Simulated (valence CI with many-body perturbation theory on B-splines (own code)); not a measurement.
**Ge¹⁹⁺: configurations and terms from energies and g**

Calculated by valence CI with perturbative core correlation (CI+MBPT): three valence electrons over a frozen Dirac-Fock core [Ne], radial functions for each j: 11 s, 11 p, 9 d, 7 f, 5 g, 2 h, 1 i, with the one-electron correlation potential Σ1, the two-electron term Σ2, the three-electron term Σ3, Breit, model QED; selected CI, second order for the rest (own B-spline code, finite nucleus).

No measured levels were compared; by estimate levels of excited configurations hold to 0.05 to 0.15 % of their energy, terms of the ground configuration to about 0.5 %.

| No. | J | Parity | E (eV) | g |
| --- | --- | --- | --- | --- |
| 1 | 1/2 | odd | 0.00 | 0.664 |
| 2 | 3/2 | odd | 6.77 | 1.332 |
| 3 | 1/2 | even | 41.24 | 2.633 |
| 4 | 3/2 | even | 44.48 | 1.725 |
| 5 | 5/2 | even | 47.45 | 1.561 |
| 6 | 3/2 | even | 56.28 | 0.819 |
| 7 | 5/2 | even | 57.83 | 1.237 |
| 10 | 3/2 | even | 74.06 | 1.315 |
| 11 | 3/2 | even | 84.59 | 0.802 |
| 12 | 5/2 | even | 85.49 | 1.199 |
| 15 | 3/2 | odd | 108.69 | 1.697 |
| 16 | 3/2 | odd | 115.09 | 0.424 |
| 17 | 5/2 | odd | 116.52 | 1.038 |
| 18 | 1/2 | odd | 118.24 | 0.664 |

Energies count from the lowest level. Strongly mixed levels and levels close to another of their J and parity are left out, so the numbers can have gaps.

Problem. Give configuration and LS term of each level.

Solution. 1: 3s²3p ²P°; 2: 3s²3p ²P°; 3: 3s3p² ⁴P; 4: 3s3p² ⁴P; 5: 3s3p² ⁴P; 6: 3s3p² ²D; 7: 3s3p² ²D; 10: 3s3p² ²P; 11: 3s²3d ²D; 12: 3s²3d ²D; 15: 3p³ ⁴S°; 16: 3s3p3d ⁴F°; 17: 3s3p3d ⁴F°; 18: 3p³ ²P°.
